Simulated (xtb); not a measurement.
CH3FO2Si, SMILES O=C(O)[SiH2]F. All values are semi-empirical tight-binding results from xtb (GFN2-xTB unless named), good for trends rather than for accurate numbers. Geometry: GFN2-xTB. This is a generated structure with no PubChem entry under its InChIKey; it may be hypothetical. Other conformers were not sampled.

```
Quantity                                        Value
--------------------------------------  -------------
orbital gap                                   3.66 eV
dipole moment                                  1.75 D
zero-point energy                       26.1 kcal/mol
G − E(el) at 298.15 K (modified RRHO)    7.0 kcal/mol
static polarisability (D4 model)           51.5 bohr³
solvation energy, GFN2-xTB/ALPB(water)  -5.6 kcal/mol
solvation energy, GFN2-xTB/ALPB(ether)  -6.2 kcal/mol
```
